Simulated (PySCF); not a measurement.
TDDFT excited states: C4H4N2OS

Compound: C4H4N2OS.
SMILES: `CC(=O)c1ncsn1`

Method: TDDFT PBE0/def2-SVPD, vertical, gas phase, core orbitals frozen in the response in PySCF. One conformer (not necessarily the lowest) at the PBE0-D3(BJ)/def2-SVP geometry, without solvent, vibrations or thermal averaging. Torsions of this conformer, `[CH3:1][C:2](=[O:3])[c:4]1[n:5][cH:6][s:7][n:8]1`: C1–C2–C4–N5 1°.

What does the calculation give for the low-lying excited states?

```
state  E (eV)  E (hartree)       f  main configurations (H = HOMO, L = LUMO)
   S1    3.61       0.1325  0.0001                    H→L (86%), H→L+1 (12%)
   S2    4.84       0.1778  0.0004                               H-2→L (96%)
   S3    5.21       0.1915  0.0001                    H→L+1 (84%), H→L (13%)
   S4    5.55       0.2040   0.173                               H-1→L (91%)
   S5    5.72       0.2101  0.0014                               H-4→L (90%)
   S6    5.96       0.2192  0.0018                             H-2→L+1 (90%)
```

The lowest singlet lies at 3.61 eV (344 nm, ultraviolet) and is dark (f under 0.0005); its leading configuration is HOMO→LUMO (86%). The most intense listed level is S4 at 5.55 eV (223 nm, f = 0.173), 1.94 eV above S1. Löwdin shares by element: HOMO oxygen 64%, carbon 30% or more; LUMO carbon 26% or more, nitrogen 23% or more, sulfur 19% (atoms not listed hold the other 32%). Of the 6 states listed, 1 reaches f = 0.01 and 3 stay under 0.0005. The oscillator strengths of these states sum to 0.177; summed over the whole spectrum of an exact calculation they would give the number of electrons, 66 (Thomas–Reiche–Kuhn). Weighted by f, the mean energy of these states is 5.55 eV. No computed singlet lies in the visible range (380 to 750 nm); the lowest, at 344 nm, stands 0.34 eV above its violet end (3.26 eV). Only the lowest 6 singlets were computed, as vertical energies without vibronic structure.
